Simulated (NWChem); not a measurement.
System: ZrBr₄; SMILES [Br][Zr]([Br])([Br])[Br]

Results from NWChem. All runs use the structure optimised with PBE-D3(BJ)/def2-SVP. Not confirmed as a minimum by frequencies. def2 effective core potentials on Zr; no spin-orbit coupling. B3LYP is NWChem's, with the RPA form of VWN correlation.

For level B3LYP/def2-SVP (core potentials):

* **highest occupied level (eV)**: -8.55
* **orbital gap (eV)**: 5.54

Task: How do the values read with level B3LYP/STO-3G (all-electron, non-relativistic) instead?

Result: 
* **highest occupied level (eV)**: -5.57
* **orbital gap (eV)**: 7.11
